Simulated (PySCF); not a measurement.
# Computed data sheet: `CC/C(C#N)=C/C#N`

C₆H₆N₂.
Structure used (GFN2-xTB), in Å, numbered top down from 1:
```
atom  x, y, z in Å
C1    -1.848    0.154    0.606
C2    -0.981   -0.086   -0.632
C3     0.470    0.089   -0.297
C4     0.873    1.411    0.011
N5     1.160    2.495    0.248
C6     1.353   -0.922   -0.251
C7     2.706   -0.748    0.092
N8     3.812   -0.634    0.371
H9    -1.697    1.160    0.991
H10   -1.596   -0.557    1.391
H11   -2.898    0.033    0.354
H12   -1.149   -1.094   -1.017
H13   -1.257    0.634   -1.407
H14    1.051   -1.936   -0.482
```

Some functional groups and rings: nitrile and C=C double bond.

GFN2-xTB geometry:

* Point group of the GFN2-xTB geometry: C1
* Rotational constants A, B, C of the GFN2-xTB geometry: 3.432, 1.400, 1.074 GHz

From wB97X-D/def2-SVPD ground state and vertical TDDFT (core frozen in the response) (PySCF):

- Dipole moment: 6.35 D
- HOMO energy: -10.25 eV
- LUMO energy: -1.03 eV
- HOMO–LUMO gap: 9.22 eV
- Lowest singlet excitation: 5.50 eV (226 nm, f = 0.408)
- Strongest line among the 8 lowest singlet transitions: S1 at 5.50 eV (226 nm, f = 0.408)
- Lowest triplet excitation (Tamm–Dancoff): 3.24 eV
- Static isotropic polarisability: 81.2 au
- Electronic spatial extent ⟨r²⟩ about the centre of nuclear charge: 1074 bohr²

Monoisotopic mass from the formula: 106.0531 u.

The polarisability is 12.04 Å³ as a volume (1 au = 0.148185 Å³), or 1.45 au for each of the 56 electrons. The largest Löwdin shares of the HOMO are 0.22 on C6, 0.20 on C3, 0.18 on N8 and 0.12 on N5. The largest Löwdin shares of the LUMO are 0.24 on C3, 0.23 on C6, 0.12 on N5 and 0.11 on N8. The vertical singlet–triplet gap S1 − T1 is 2.26 eV (TDDFT singlet less Tamm–Dancoff triplet; S1: HOMO→LUMO, weight 0.95; T1: HOMO→LUMO, weight 0.95). The rotational constants make it an asymmetric top with κ = (2B − A − C)/(A − C) = -0.72, nearer the prolate limit (−1). S1 lies 3.72 eV below the HOMO–LUMO gap; its leading configuration is HOMO→LUMO, weight 0.95. With B = h/(8π²I), that is 505.379 GHz u Å² over I, the principal moments of inertia are 147.3, 360.9 and 470.7 u Å² (most abundant isotopes); the inertial defect Ic − Ia − Ib is -37.5 u Å² (zero for a rigid planar frame, negative otherwise).

The structure is a single GFN2-xTB conformer in the gas phase; no vibrational or solvent corrections.
